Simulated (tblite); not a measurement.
B14H15N13 (flake hBN) at step 3 of a GFN2-xTB optimisation (tblite, gas phase), coordinates in Å:

```
  1 N    -2.555   -0.188   -0.003
  2 B    -3.807    0.537   -0.001
  3 N    -5.029   -0.214   -0.002
  4 B    -5.044   -1.625   -0.002
  5 N    -3.804   -2.373   -0.001
  6 B    -2.547   -1.641   -0.001
  7 N    -0.040   -0.213   -0.002
  8 B    -1.293    0.529   -0.001
  9 N    -1.295   -2.380    0.000
 10 B    -0.068   -1.635    0.000
 11 N     3.741    1.975    0.000
 12 B     2.487    2.677    0.000
 13 N     1.226    1.973    0.002
 14 B     1.233    0.516    0.000
 15 N     2.487   -0.156    0.001
 16 B     3.739    0.517    0.002
 17 B    -3.780   -3.816    0.000
 18 N    -2.544   -4.505    0.001
 19 B    -1.310   -3.820    0.000
 20 B    -0.034    2.678    0.002
 21 N    -1.294    1.983    0.002
 22 B    -2.557    2.688    0.001
 23 N    -3.770    1.968    0.001
 24 N     6.208    1.953   -0.001
 25 B     5.000    2.684    0.000
 26 N     5.003   -0.160    0.003
 27 B     6.231    0.529    0.001
 28 H    -5.900    0.290    0.001
 29 H    -6.064   -2.219   -0.003
 30 H     0.952   -2.238    0.003
 31 H     2.482    3.860   -0.001
 32 H     2.480   -1.160    0.000
 33 H    -4.803   -4.405   -0.002
 34 H    -2.543   -5.514    0.003
 35 H    -0.285   -4.405   -0.002
 36 H    -0.031    3.861   -0.002
 37 H    -2.551    3.868   -0.004
 38 H    -4.642    2.473   -0.001
 39 H     7.081    2.457   -0.001
 40 H     4.993    3.866    0.001
 41 H     4.993   -1.166    0.004
 42 H     7.255   -0.054    0.003
```

Question: What are the forces on the atoms (eV/Å)?

Answer: 
```
  1 N     0.25   -0.22    0.02
  2 B     0.34   -0.28    0.00
  3 N     0.38   -0.06    0.01
  4 B     0.07   -0.40    0.00
  5 N     0.07    0.12    0.00
  6 B    -0.17    0.02   -0.01
  7 N    -0.05    0.22    0.01
  8 B    -0.04   -0.05   -0.01
  9 N    -0.20    0.19    0.00
 10 B     0.04   -0.21    0.00
 11 N    -0.06   -0.06    0.00
 12 B    -0.06   -0.02    0.00
 13 N    -0.07   -0.17   -0.01
 14 B    -0.29    0.19    0.01
 15 N    -0.04    0.28    0.00
 16 B     0.12    0.60   -0.01
 17 B    -0.40    0.34   -0.01
 18 N    -0.06    0.28    0.01
 19 B     0.38    0.33    0.00
 20 B     0.10    0.02   -0.01
 21 N     0.04   -0.20    0.00
 22 B     0.40    0.12   -0.01
 23 N     0.20   -0.23   -0.01
 24 N    -0.23   -0.21    0.00
 25 B    -0.41    0.15    0.01
 26 N    -0.32    0.16   -0.01
 27 B     0.28   -0.01    0.01
 28 H    -0.08    0.00   -0.01
 29 H     0.07    0.16    0.00
 30 H    -0.30   -0.05    0.00
 31 H     0.01   -0.25    0.00
 32 H     0.03   -0.08    0.00
 33 H     0.17    0.00    0.00
 34 H    -0.02    0.03    0.00
 35 H    -0.16   -0.01    0.00
 36 H     0.01   -0.27    0.01
 37 H    -0.10   -0.16    0.01
 38 H    -0.04    0.05    0.00
 39 H    -0.01   -0.03    0.00
 40 H     0.11   -0.21    0.00
 41 H     0.06   -0.07    0.00
 42 H    -0.04    0.01    0.00
```
